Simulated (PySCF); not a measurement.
Computed shifts of a molecule C4H8O, PBE0/pcSseg-1 run with PySCF, GIAO, gas phase, atoms alike by connectivity averaged where their shifts nearly agree, in ppm (number of nuclei): ¹³C: 71.7 (2), 31.0 (2). ¹H: 4.25 (2), 3.85 (2), 1.92 (4). References: ¹³C against TMS (σ = 186.3 ppm); ¹⁷O against H2O (σ = 334.2 ppm); ¹H against TMS (σ = 31.56 ppm), references at their B3LYP-D3(BJ)/def2-TZVP geometries, non-relativistic. The structure is a stationary point at PBE0-D3(BJ)/def2-SVP. The values are those of a single conformer.

Q: Which molecule gave these data?
(A) C=CCOC
(B) C1CCOC1
(C) COC1CC1
(D) C=CCCO

A: B, C1CCOC1
